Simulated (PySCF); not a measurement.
## Argon: a sound run and one with changed settings

Sound run: Ar+ [Ne] 3s2 3p5, Ar(2+) [Ne] 3s2 3p4. Calculation: PySCF 2.14, in def2-SVP; the non-relativistic Hamiltonian (point nucleus). In the sound run the correlated levels freeze [Ne]. The sound run starts from symmetry-adapted Hartree-Fock orbitals and uses a fine grid where one is needed.

A second run was set up differently.

```json
{"species": "Ar+", "method": "UHF", "sound run (hartree)": "-526.08638", "changed run (hartree)": "-520.72694", "converged": "yes"}
{"species": "Ar+", "method": "BP86", "sound run (hartree)": "-526.81862", "changed run (hartree)": "-521.33448", "converged": "yes"}
{"species": "Ar+", "method": "MN15", "sound run (hartree)": "-526.66208", "changed run (hartree)": "-520.15650", "converged": "yes"}
{"species": "Ar+", "method": "MP2", "sound run (hartree)": "-526.20047", "changed run (hartree)": "-520.72694", "converged": "yes"}
{"species": "Ar(2+)", "method": "UHF", "sound run (hartree)": "-525.10641", "changed run (hartree)": "-519.70618", "converged": "yes"}
{"species": "Ar(2+)", "method": "BP86", "sound run (hartree)": "-525.79072", "changed run (hartree)": "-520.25999", "converged": "yes"}
{"species": "Ar(2+)", "method": "MN15", "sound run (hartree)": "-525.63247", "changed run (hartree)": "-519.07356", "converged": "yes"}
{"species": "Ar(2+)", "method": "MP2", "sound run (hartree)": "-525.19659", "changed run (hartree)": "-519.70618", "converged": "yes"}
```

Ionisation energy of Ar+:

```
 method  sound run (eV)  changed run (eV)
    UHF          26.666            27.776
   BP86          27.970            29.238
   MN15          28.017            29.468
    MP2          27.317            27.776
SCS-MP2          27.290            27.776
```

Q: What was changed?
A. all electrons correlated in a valence basis
B. angular grid far too coarse
C. minimal basis
D. basis contracted for another Hamiltonian

A: C. It used basis STO-3G. A minimal basis cannot let orbitals breathe on ionisation and holds almost no correlation.
